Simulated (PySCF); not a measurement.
# Ionisation energy of Rb²⁸⁺ by level of theory

Rb²⁸⁺ [He] 2s2 2p5 [2p1/2^2 2p3/2^3, M_J = 3/2] → Rb²⁹⁺ [He] 2s2 2p4 [2p1/2^2 2p3/2^2, M_J = 2], as a difference of total energies. All numbers are calculated (PySCF 2.14, the two-component X2C-1e Hamiltonian, in an even-tempered Gaussian basis (17 s from 9.7 bohr⁻², ratio 2.4; 12 p from 13 bohr⁻², ratio 2.4; 5 d from 50 bohr⁻², ratio 2.6; 4 f from 74 bohr⁻², ratio 2.6)). Correlated levels: nothing frozen; the 32 highest virtual spinors dropped. "Screened" scales the spin-orbit matrix elements by Boettger's factors to mimic the two-electron term; Breit and QED terms are absent.

```
                    method  ionisation energy (eV)
           GHF (spin-free)                  3294.9
          GMP2 (spin-free)                  3296.4
 GHF (screened spin-orbit)                  3278.5
GMP2 (screened spin-orbit)                  3280.0
```

For this ion Breit and QED terms and the two-electron picture change, all absent here, outweigh the correlation shift from GHF to GMP2.

The spin-free rows relax to the high-spin LS determinant and lack the spin-orbit shift.

The labels give the starting determinants; with spin-orbit coupling the two ends relaxed to ⟨J²⟩ = 3.75, ⟨L²⟩ = 2.00, ⟨S²⟩ = 0.75 and ⟨J²⟩ = 6.00, ⟨L²⟩ = 2.90, ⟨S²⟩ = 1.55.

For comparison: 3281 ± 6 eV (semi-empirical (NIST evaluation); NIST Atomic Spectra Database, ionization energies).
